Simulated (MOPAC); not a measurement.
MOPAC input (PM6):

```
PM6 PRECISE GNORM=0.05 LET XYZ CHARGE=-1 GEO-OK AUX(PRECISION=9) THREADS=1
CH2NO

N     0.89819675 1   -0.79076357 1   -0.08377368 1
C    -0.28056431 1   -0.22367917 1    0.05090285 1
O    -0.63522249 1    0.98571426 1    0.03683495 1
H     1.57052150 1   -0.02489384 1   -0.21783311 1
H    -1.09273298 1   -0.98340020 1    0.20415215 1
```

Task: What heat of formation does the run end on?

Result: -53.60 kcal/mol.
